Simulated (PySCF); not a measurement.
Geometry:
```
atom   x (Å)   y (Å)   z (Å)
  C1  -1.910  -0.656  -0.359
  C2  -1.199  -0.176   0.668
 Si3   0.409   0.724   0.465
  C4   1.728  -0.216  -0.431
  F5   0.943   1.088   1.956
 Cl6   0.096   2.513  -0.520
  H7  -2.855  -1.192  -0.217
  H8  -1.589  -0.527  -1.399
  H9  -1.578  -0.324   1.688
 H10   2.647   0.384  -0.504
 H11   1.957  -1.153   0.099
 H12   1.398  -0.466  -1.451
```

Geometry: PBE0-D3(BJ)/def2-SVP; GIAO shifts from PySCF 2.14, gas phase, non-relativistic, averaged over equivalent atoms.

At KT2/pcSseg-1 (146 basis functions, 16 s wall time on 1 thread of an Arm Neoverse V2, shared host):
```
      atoms  δ (ppm)
         C1    136.3
         C2    133.1
         C4      3.6
        Si3     23.5
         F5   -166.4
        Cl6    100.2
         H7     6.30
         H9     6.20
         H8     5.86
H10/H11/H12     0.49
```

Chemical shifts δ = σref − σ; TMS for $^{13}$C (σ = 183.22 ppm), $^{29}$Si (σ = 361.05 ppm), $^{1}$H (σ = 31.18 ppm); $^{19}$F (σ = 138.57 ppm) vs CFCl3; $^{35}$Cl (σ = 942.74 ppm) against HCl, all at this level.

Estimate the result of repeating the calculation with BLYP/pcSseg-1.

Answers


| atoms | δ at BLYP/pcSseg-1 | change |
| --- | --- | --- |
| C1 | 144.1 | +7.8 |
| C2 | 142.8 | +9.7 |
| C4 | 3.2 | -0.4 |
| Si3 | 20.0 | -3.5 |
| F5 | -159.4 | +7.0 |
| Cl6 | 88.0 | -12.2 |
| H7 | 6.34 | +0.04 |
| H9 | 6.30 | +0.10 |
| H8 | 5.93 | +0.07 |
| H10/H11/H12 | 0.47 | -0.02 |

References, each an isolated molecule treated in the same way: TMS for $^{13}$C (σ = 175.31 ppm) and $^{29}$Si (σ = 323.46 ppm) and $^{1}$H (σ = 31.36 ppm); $^{19}$F (σ = 145.46 ppm) vs CFCl3; $^{35}$Cl (σ = 920.86 ppm) vs HCl.

The largest change is at Cl6 (chlorine bonded to Si). Cost: 146 basis functions, 15 s wall time on 1 thread of an Arm Neoverse V2, shared host. The order of the carbon signals is the same at both levels.

Unscaled 19F shifts against computed CFCl3 carry errors that often reach 10 to 50 ppm.
